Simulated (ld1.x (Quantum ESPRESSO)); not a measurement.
**mercury: variants of one TM semilocal potential**

Base potential:

| Quantity | Value |
| --- | --- |
| Element | Hg |
| Generator | ld1.x (Quantum ESPRESSO) 7.5 |
| Type | norm-conserving Troullier–Martins (semilocal form) |
| Functional | LDA (PZ) |
| Relativity | non-relativistic |
| Frozen core | [Kr] 4d10 4f14 5s2 |
| Valence charge | 18 |
| Reference configuration | 5p6 5d10 6s1.75 6p0.25 |
| Partial waves | 5p (bound): rc 1.90 bohr; 5d (bound): rc 1.50 bohr; 6s (bound): rc 2.55 bohr |
| Local potential | the s channel |
| Core correction | a·sin(br)/r model core inside 1.55 bohr |

Occupied shells without a wave of their own: 6p. They enter only through the test configuration that unscreens the potential, and ld1.x also counts them in the model core charge.

All-electron outer shells of the reference configuration (LDA (PZ), non-relativistic, ld1.x):

| shell | level (eV) | outermost node (bohr) | outermost maximum (bohr) |
| --- | --- | --- | --- |
| 4f | -112.28 | – | 0.36 |
| 5s | -93.59 | 0.52 | 0.91 |
| 5p | -61.98 | 0.53 | 0.97 |
| 5d | -12.73 | 0.55 | 1.15 |
| 6s | -5.87 | 1.20 | 2.50 |
| 6p | -1.72 | 1.33 | 3.34 |

Cutoffs, loose and tight: the cutoffs (Ry, on a coarse ladder) from which the occupation-weighted sum of valence levels, in a spherical-Bessel basis at the reference potential, stays within 10 and 1 mRy of its value at 400 Ry. They do not see the model core or the augmentation charge, which bear on the density cutoff. Test errors are all-electron minus pseudo excitation energies from the reference, over the configurations 5p6 5d10 6s2 6p0; 5p6 5d10 6s1 6p0; 5p6 5d10 6s0 6p0; 5p6 5d9 6s2 6p0; 5p6 5d10 6s0 6p2; 5p6 5d9 6s0 6p0; 5p6 5d9 6s2 6p1 (two spin-polarised tests are not counted in the largest error). A dash means not determined; rows that change the core or the reference have their own tests.

With those shells counted twice in exchange and correlation these files are broken, and their errors move erratically; no question is asked of them.

A semilocal file is local in each channel, so a ghost entry of none says nothing of the separable form that plane-wave codes build from it.

```csv
change,outcome,"cutoff, loose","cutoff, tight",bound ghosts,largest test error (meV)
base,"generated, misses its reference levels by 0.31 eV",50 Ry,80 Ry,none,+659
"all radii but the core radius scaled by about 0.78 (s 1.98, p 1.48, d 1.16 bohr)",generated,80 Ry,120 Ry,none,-267
"all radii but the core radius scaled by about 0.85 (s 2.16, p 1.62, d 1.28 bohr)","generated, misses its reference levels by 0.17 eV",70 Ry,100 Ry,none,+366
"all radii but the core radius scaled by about 0.93 (s 2.38, p 1.78, d 1.40 bohr)","generated, misses its reference levels by 0.24 eV",55 Ry,90 Ry,none,+516
"all radii but the core radius scaled by about 1.07 (s 2.72, p 2.02, d 1.60 bohr)","generated, misses its reference levels by 0.34 eV",50 Ry,80 Ry,none,+728
"all radii but the core radius scaled by about 1.14 (s 2.90, p 2.16, d 1.70 bohr)","generated, misses its reference levels by 0.35 eV",50 Ry,80 Ry,none,+747
"all radii but the core radius scaled by about 1.24 (s 3.16, p 2.36, d 1.86 bohr)","generated, misses its reference levels by 0.25 eV",50 Ry,70 Ry,none,+526
"all radii but the core radius scaled by about 1.29 (s 3.30, p 2.46, d 1.94 bohr)","generated, misses its reference levels by 0.19 eV",50 Ry,70 Ry,none,-522
"all radii but the core radius scaled by about 1.38 (s 3.52, p 2.62, d 2.06 bohr)",generated,45 Ry,70 Ry,none,-421
```

Reading the sweep of the scale of all radii but the core radius (base = 1) (base included, trends over the rows without a ghost): The loose cutoff falls from 80 Ry at 0.78 to 45 Ry at 1.38. A larger radius leaves more room for a smooth pseudo-wave, so fewer plane waves are needed; a smaller one forces it to follow the all-electron wave where it bends sharply. The median size of the test errors (rows with all tests solved) is not monotonic: lowest 96.8 meV at 1.38, highest 394.9 meV at 1.14.
